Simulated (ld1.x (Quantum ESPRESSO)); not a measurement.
## How hard is this phosphorus TM semilocal potential?

- Element: P (Z = 15)
- Generator: ld1.x (Quantum ESPRESSO) 7.5
- Type: norm-conserving Troullier–Martins (semilocal form)
- Functional: PBE
- Relativity: scalar-relativistic
- Frozen core: [Ne]
- Valence charge: 5
- Reference configuration: 3s1 3p4
- Partial waves: 3s (bound): rc 1.20 bohr; 3d channel at -0.1 Ry: rc 1.50 bohr; 3p (bound): rc 1.70 bohr
- Local potential: the p channel
- Core correction: a·sin(br)/r model core inside 1.15 bohr

The pseudo-atom Hamiltonian at the reference potential is diagonalised in spherical Bessel functions j_l(qr) that vanish at 20 bohr, with q² up to the cutoff. All-electron valence levels (Ry): 3s -1.0786, 3p -0.4462.

Problem. How do the lowest levels (Ry) of each channel move with the cutoff, and are there ghosts?

Solution.

| cutoff (Ry) | s #1 | s #2 | d #1 | d #2 | p #1 | p #2 | Σ f·Δε (mRy) |
| --- | --- | --- | --- | --- | --- | --- | --- |
| 8 | -0.9992 | -0.0265 | 0.0639 | 0.1410 | -0.4421 | 0.0266 | 96.0 |
| 15 | -1.0452 | -0.0295 | 0.0636 | 0.1391 | -0.4451 | 0.0264 | 37.9 |
| 21 | -1.0472 | -0.0296 | 0.0634 | 0.1381 | -0.4458 | 0.0264 | 33.0 |
| 35 | -1.0636 | -0.0307 | 0.0633 | 0.1373 | -0.4462 | 0.0264 | 15.0 |
| 45 | -1.0734 | -0.0314 | 0.0632 | 0.1370 | -0.4462 | 0.0264 | 5.2 |
| 60 | -1.0760 | -0.0316 | 0.0632 | 0.1370 | -0.4462 | 0.0264 | 2.6 |
| 80 | -1.0767 | -0.0316 | 0.0632 | 0.1370 | -0.4462 | 0.0264 | 1.8 |
| 110 | -1.0782 | -0.0318 | 0.0632 | 0.1369 | -0.4462 | 0.0264 | 0.3 |
| 400 | -1.0786 | -0.0318 | 0.0632 | 0.1369 | -0.4462 | 0.0264 | 0.0 |

Result: no extra level below or beside the all-electron valence levels (s, d, p tested); the semilocal form is local in each channel, so this says nothing of the separable form that plane-wave codes build from it; 10 mRy is reached at 40 Ry and 1 mRy at 90 Ry.
